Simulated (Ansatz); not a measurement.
Ansatz (an electronic-structure program) input (PBE0/6-31G*):

Ansatz 0.2 input:
```yaml
crystal:
  periodic: [false, false, false]
  atoms:
    - {symbol: C, position_ang: [-0.62794851, 0.14455976, 0.02211786]}
    - {symbol: N, position_ang: [0.49295516, -0.32648534, -0.03155171]}
    - {symbol: H, position_ang: [-1.02369726, 1.16622664, 0.09804423]}
    - {symbol: H, position_ang: [1.34070217, 0.25181215, -0.00988943]}
basis:
  gaussian:
    orbitals: 6-31G*
hamiltonian:
  xc: {name: PBE0}
magnetization: {spin_polarized: true, initial_magnetization: 1}
```

Output:

```
Functional definition: PBE0
integrals: 0.00 GiB planned
346 factors; integrals over basis functions are off by at most 7.3e-4 eV
mean field: 0.09 GiB planned
mean field evaluation 1: about -2550.7451 eV, gradient 2.6e1 eV
mean field evaluation 2: about -2547.6076 eV, gradient 3.7e1 eV
mean field evaluation 4: about -2553.5264 eV, gradient 7.7e-1 eV
mean field evaluation 8: about -2553.5322 eV, gradient 4.5e-2 eV
mean field evaluation 16: about -2553.5323 eV, gradient 2.8e-5 eV
mean field -2553.53225070 eV, -93.8405793668 hartree, gradient 2.8e-5 eV, S^2 0.755092; 0 other end points of the search recorded, 0 dependent functions left out
reference -2553.53226260 eV, -93.8405798043 hartree; 8, 7 occupied and 26, 27 virtual orbitals, 346 factors
Total energy: -2553.53226260 eV, -93.8405798043 hartree
```

It need not be the lowest isomer of its formula.
